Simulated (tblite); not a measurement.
C₇H₁₂Ge.
Numbering: `[CH3:1][C:2]#[C:3][C@H:4]1[CH2:5][CH2:6][GeH2:7][CH2:8]1` (hydrogens: H9, H10, H11 on C1; H12 on C4; H13, H14 on C5; H15, H16 on C6; H17, H18 on Ge7; H19, H20 on C8)

Computed with GFN2-xTB (tblite), gas phase: L-BFGS steps from a force-field or distance-geometry start until the largest atomic force falls under 0.01 eV/Å.

Step 15: E = -624.6961 eV
```
atom  x, y, z in Å  |  force x, y, z in eV/Å
C1      3.9129   -0.0397   -0.1722    0.006   0.004   0.010
C2      2.4809    0.0412   -0.3653    0.017   0.017   0.002
C3      1.2972    0.1123   -0.5391    0.002  -0.024  -0.001
C4     -0.1427    0.1874   -0.6873    0.004  -0.005  -0.021
C5     -0.8143   -1.1452   -0.3285    0.008  -0.035   0.020
C6     -2.3208   -0.9461   -0.4666    0.061  -0.032  -0.029
Ge7    -2.5428    0.6521    0.6746    0.000   0.016   0.008
C8     -0.7272    1.3060    0.1970   -0.038   0.005   0.041
H9      4.3995    0.8506   -0.5688   -0.006   0.019  -0.036
H10     4.1419   -0.1153    0.8899    0.000  -0.020   0.040
H11     4.3095   -0.9170   -0.6817    0.012  -0.013  -0.014
H12    -0.3791    0.3939   -1.7370    0.022   0.080  -0.057
H13    -0.4380   -1.9525   -0.9607   -0.023   0.038  -0.040
H14    -0.5681   -1.3877    0.7085    0.028  -0.059   0.028
H15    -2.5537   -0.7175   -1.5079   -0.097  -0.037   0.002
H16    -2.8807   -1.8352   -0.1832    0.016   0.044   0.052
H17    -2.6382    0.2471    2.1183    0.013   0.006   0.075
H18    -3.7058    1.5797    0.4502   -0.012   0.024  -0.119
H19    -0.1062    1.4403    1.0830   -0.014  -0.025   0.030
H20    -0.7296    2.2563   -0.3361    0.001  -0.005   0.012
```

Step 16: E = -624.6978 eV
```
atom  x, y, z in Å  |  force x, y, z in eV/Å
C1      3.9134   -0.0397   -0.1717    0.016  -0.002   0.007
C2      2.4806    0.0411   -0.3656    0.072   0.013   0.016
C3      1.2969    0.1123   -0.5389   -0.008  -0.019   0.004
C4     -0.1429    0.1873   -0.6867    0.001  -0.002  -0.027
C5     -0.8139   -1.1459   -0.3295    0.040  -0.008   0.001
C6     -2.3183   -0.9459   -0.4660    0.001  -0.019  -0.009
Ge7    -2.5425    0.6541    0.6738   -0.045  -0.013   0.032
C8     -0.7291    1.3051    0.1980    0.015  -0.019   0.036
H9      4.3998    0.8517   -0.5700   -0.024  -0.021  -0.011
H10     4.1428   -0.1157    0.8922   -0.013  -0.013  -0.024
H11     4.3105   -0.9180   -0.6828   -0.007   0.031   0.017
H12    -0.3783    0.3952   -1.7364    0.016   0.076  -0.055
H13    -0.4390   -1.9494   -0.9665   -0.013   0.014  -0.036
H14    -0.5656   -1.3904    0.7061    0.029  -0.068   0.034
H15    -2.5557   -0.7212   -1.5067   -0.088  -0.026  -0.010
H16    -2.8782   -1.8326   -0.1784    0.001   0.015   0.058
H17    -2.6424    0.2510    2.1198    0.020   0.011   0.048
H18    -3.7073    1.5800    0.4484   -0.004   0.022  -0.123
H19    -0.1085    1.4383    1.0837   -0.003  -0.021   0.049
H20    -0.7276    2.2534   -0.3354   -0.008   0.047  -0.007
```

Problem. Estimate the geometry and energy of step 17. (The exact step hangs on the optimiser's Hessian estimate; all steps are aligned on step 16, rigid shifts and turns removed.)

Solution. E = -624.6998 eV, largest force 0.121 eV/Å
```
atom  x, y, z in Å  |  force x, y, z in eV/Å
C1      3.9143   -0.0397   -0.1711    0.019  -0.006   0.001
C2      2.4808    0.0413   -0.3657    0.092   0.008   0.025
C3      1.2970    0.1119   -0.5385   -0.009  -0.010   0.007
C4     -0.1429    0.1873   -0.6866    0.005   0.010  -0.024
C5     -0.8128   -1.1469   -0.3306    0.055   0.023  -0.024
C6     -2.3154   -0.9460   -0.4656   -0.064   0.001   0.021
Ge7    -2.5429    0.6559    0.6736   -0.075  -0.041   0.044
C8     -0.7309    1.3040    0.1996    0.065  -0.031   0.017
H9      4.3996    0.8526   -0.5716   -0.033  -0.052   0.015
H10     4.1436   -0.1163    0.8943   -0.019  -0.005  -0.077
H11     4.3115   -0.9187   -0.6837   -0.020   0.061   0.041
H12    -0.3771    0.3982   -1.7369    0.014   0.061  -0.028
H13    -0.4404   -1.9457   -0.9738    0.002  -0.014  -0.028
H14    -0.5624   -1.3945    0.7041    0.026  -0.067   0.015
H15    -2.5598   -0.7258   -1.5057   -0.067  -0.019  -0.009
H16    -2.8754   -1.8296   -0.1717   -0.014  -0.019   0.060
H17    -2.6464    0.2555    2.1225    0.024   0.019   0.015
H18    -3.7088    1.5807    0.4437    0.007   0.016  -0.120
H19    -0.1110    1.4356    1.0857    0.006  -0.017   0.056
H20    -0.7256    2.2507   -0.3347   -0.014   0.079  -0.009
```

The energy changes by -0.0019 eV. The first-order estimate −F·Δx gives -0.0026 eV and the mean of the old and new forces, exact on a quadratic surface, -0.0019 eV. The step makes an angle of 59° with the force vector and moves no atom by more than 0.008 Å.

What follows is the cost of the whole relaxation. Time: 0.76 s of wall time. Hardware: Intel Xeon, one thread, no GPU, shared host with 64 logical CPUs at a one-minute load of 64.
